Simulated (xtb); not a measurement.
Job for xtb: GFN1-xTB on BH-, 2S+1 = 2, a spin state set in the input, which need not be the lowest, a point of a bond scan (R = 1.238 Å). Charge -1.

```
$ xtb mol.xyz --gfn 1 --sp --chrg -1 --uhf 1
2

H      0.00000000     0.00000000     0.00000000
B      0.00000000     0.00000000     1.23777900
```

Program output:

```
[...]
           -------------------------------------------------
          |                Calculation Setup                |
           -------------------------------------------------



           -------------------------------------------------
          |                 G F N 1 - x T B                 |
           -------------------------------------------------

        Reference                      10.1021/acs.jctc.7b00118
      * Hamiltonian:
        H0-scaling (s, p, d)           1.850000    2.250000    2.000000
        zeta-weighting                 0.000000
      * Dispersion:
        s8                             2.400000
        a1                             0.630000
        a2                             5.000000
        s9                             0.000000
      * Repulsion:
        kExp                           1.500000
        rExp                           1.000000
      * Coulomb:
        alpha                          2.000000
        third order                    atomic
        anisotropic                    false
      * Halogen bond correction:
        rad-scale                      1.300000
        damping                        0.440000


          ...................................................
          :                      SETUP                      :
          :.................................................:
          :  # basis functions                   6          :
          :  # atomic orbitals                   6          :
          :  # shells                            4          :
          :  # electrons                         5          :
          :  # halogen bonds                     0          :
          :  max. iterations                   250          :
          :  Hamiltonian                  GFN1-xTB          :
          :  restarted?                      false          :
          :  GBSA solvation                  false          :
          :  PC potential                    false          :
          :  electronic temp.          300.0000000     K    :
          :  accuracy                    1.0000000          :
          :  -> integral cutoff          0.2500000E+02      :
          :  -> integral neglect         0.1000000E-07      :
          :  -> SCF convergence          0.1000000E-05 Eh   :
          :  -> wf. convergence          0.2000000E-04 e    :
          :  Broyden damping             0.4000000          :
          :  net charge                         -1          :
          :  unpaired electrons                  1          :
          ...................................................

 iter      E             dE          RMSdq      gap      omega  full diag
   1     -1.9445374 -0.194454E+01  0.865E+00    0.00       0.0  T
   2     -1.9445368  0.558494E-06  0.519E+00    0.00       1.0  T
   3     -1.9445378 -0.962604E-06  0.214E-02    0.00       3.3  T
   4     -1.9445378 -0.349964E-08  0.121E-02    0.00       5.9  T
   5     -1.9445378 -0.266652E-08  0.723E-05    0.00     977.6  T
   6     -1.9445378 -0.897060E-13  0.500E-07    0.00  100000.0  T

   *** convergence criteria satisfied after 6 iterations ***

         #    Occupation            Energy/Eh            Energy/eV
      -------------------------------------------------------------
         1        2.0000           -0.2826605              -7.6916
         2        2.0000           -0.1493582              -4.0642
         3        0.5000           -0.0645256              -1.7558 (HOMO)
         4        0.5000           -0.0645256              -1.7558 (LUMO)
         5                          0.2135185               5.8101
         6                          0.4650712              12.6552
      -------------------------------------------------------------
                  HL-Gap            0.0000000 Eh            0.0000 eV
             Fermi-level           -0.0857337 Eh           -2.3329 eV

 SCC (total)                   0 d,  0 h,  0 min,  0.002 sec
 SCC setup                      ...        0 min,  0.000 sec (  7.380%)
 Dispersion                     ...        0 min,  0.000 sec (  2.599%)
 classical contributions        ...        0 min,  0.000 sec (  1.846%)
 integral evaluation            ...        0 min,  0.000 sec ( 14.228%)
 iterations                     ...        0 min,  0.001 sec ( 53.213%)
 molecular gradient             ...        0 min,  0.000 sec ( 11.653%)
 printout                       ...        0 min,  0.000 sec (  8.238%)

         :::::::::::::::::::::::::::::::::::::::::::::::::::::
         ::                     SUMMARY                     ::
         :::::::::::::::::::::::::::::::::::::::::::::::::::::
         :: total energy              -1.936465582819 Eh    ::
         :: gradient norm              0.003805045889 Eh/a0 ::
         :: HOMO-LUMO gap              0.000000000000 eV    ::
         ::.................................................::
         :: SCC energy                -1.944537816447 Eh    ::
         :: -> electrostatic           0.129679767846 Eh    ::
         :: repulsion energy           0.008181083467 Eh    ::
         :: dispersion energy         -0.000108849839 Eh    ::
         :: halogen bond corr.         0.000000000000 Eh    ::
         :: add. restraining           0.000000000000 Eh    ::
         :: total charge              -1.000000000000 e     ::
         :::::::::::::::::::::::::::::::::::::::::::::::::::::

           -------------------------------------------------
          |                Property Printout                |
           -------------------------------------------------

    * Orbital Energies and Occupations

         #    Occupation            Energy/Eh            Energy/eV
      -------------------------------------------------------------
         1        2.0000           -0.2826605              -7.6916
         2        2.0000           -0.1493582              -4.0642
         3        0.5000           -0.0645256              -1.7558 (HOMO)
         4        0.5000           -0.0645256              -1.7558 (LUMO)
         5                          0.2135185               5.8101
         6                          0.4650712              12.6552
      -------------------------------------------------------------
                  HL-Gap            0.0000000 Eh            0.0000 eV
             Fermi-level           -0.0857337 Eh           -2.3329 eV

  Mulliken/CM5 charges         n(s)   n(p)   n(d)
     1H     0.00874  0.09833   0.991  0.000  0.000
     2B    -1.00874 -1.09833   1.794  2.214  0.000

Wiberg/Mayer (AO) data.
largest (>0.10) Wiberg bond orders for each atom

 ---------------------------------------------------------------------------
     #   Z sym  total        # sym  WBO       # sym  WBO       # sym  WBO
 ---------------------------------------------------------------------------
     1   1 H    1.026 --     2 B    1.026
     2   5 B    1.026 --     1 H    1.026
 ---------------------------------------------------------------------------

Topologies differ in total number of bonds
Writing topology from bond orders to xtbtopo.mol

 dipole moment from electron density (au)
     X       Y       Z
   0.0000   0.0000  -2.8950  total (Debye):    7.358


           -------------------------------------------------
          | TOTAL ENERGY               -1.936465582819 Eh   |
          | GRADIENT NORM               0.003805045889 Eh/α |
          | HOMO-LUMO GAP               0.000000000000 eV   |
           -------------------------------------------------

------------------------------------------------------------------------
------------------------------------------------------------------------
 total:
Note: The following floating-point exceptions are signalling: IEEE_DENORMAL
normal termination of xtb
 SCF:
```

The run finished.

Cost: very roughly 0.04 core-seconds.
